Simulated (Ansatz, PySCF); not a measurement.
C2H4F2Sn (SMILES C=[CH][SnH]([F])[F]), singlet, geometry from GFN2-xTB (such geometries of metal compounds can be far from the true shape) (all electrons, no relativity), with bond 7-4 at 2.4 times its length. Base run: CASSCF(4,5)/STO-3G run with PySCF.

Input for PySCF:
```python
from pyscf import gto, scf, mcscf
import numpy

mol = gto.M(
    atom='''
Sn    0.244402   -0.175023    0.205710
F     1.184603    1.486250    0.683670
F     1.310805   -0.799220   -1.325479
C    -1.668202    0.430599   -0.608390
C    -2.843914    0.057162   -0.157498
H     0.648826   -1.264623    1.481677
H    -1.331149    2.031405   -2.626900
H    -2.976551   -0.606850    0.680165
H    -3.750587    0.415207   -0.626320
''',
    basis='sto-3g',
    charge=0,
    spin=0,
    verbose=4,
)

mf = scf.RHF(mol)
mf.kernel()
mc = mcscf.CASSCF(mf, 5, 4)
mc.fix_spin_(ss=0.0)
mc.kernel()
occ = numpy.linalg.eigvalsh(mc.fcisolver.make_rdm1(mc.ci, mc.ncas, mc.nelecas))[::-1]
ss = mc.fcisolver.spin_square(mc.ci, mc.ncas, mc.nelecas)[0]
print('natural occupations', occ.round(4), ' <S^2>', round(ss, 4))
```

Programs used: Ansatz (a quantum-chemistry and plane-wave program), PySCF; a row that names a program was run with it.

Variants of this job, named by their change:

| change | ΔE vs base (kcal/mol) | natural occupations | <S^2> of the state |
|---|---|---|---|
| base | 0.000 | 1.88 1.31 0.69 0.12 0.00 | 0.00 |
| state_average = 2 states | 0.69 | - | - |
| active space = 8 electrons, 9 orbitals | -29.12 | 1.96 1.95 1.88 1.31 0.69 0.13 0.05 0.04 0.00 | 0.00 |
| fix_spin_ = off | 0.000 | 1.88 1.31 0.69 0.12 0.00 | 0.00 |
| orbitals = fixed (CASCI) | 33.54 | 1.97 1.33 0.67 0.03 0.00 | 0.00 |
| start = MP2 natural orbitals | 0.000 | 1.88 1.31 0.69 0.12 0.00 | 0.00 |
| active space = 8 electrons, 7 orbitals | -12.89 | 2.00 1.97 1.88 1.32 0.69 0.12 0.03 | 0.00 |
| code = ansatz; correction = SC-NEVPT2, all electrons | -85.9 | - | - |
| code = ansatz | 0.007 | - | - |
| solver = newton | 0.000 | 1.88 1.31 0.69 0.12 0.00 | 0.00 |
| active space = 2 electrons, 4 orbitals | 29.00 | 1.31 0.69 0.00 0.00 | 0.00 |

Active orbitals are taken around the Fermi level unless the row says otherwise; CASSCF can end in different local minima, and two programs can end on different orbitals. State-averaged rows give the lowest state.
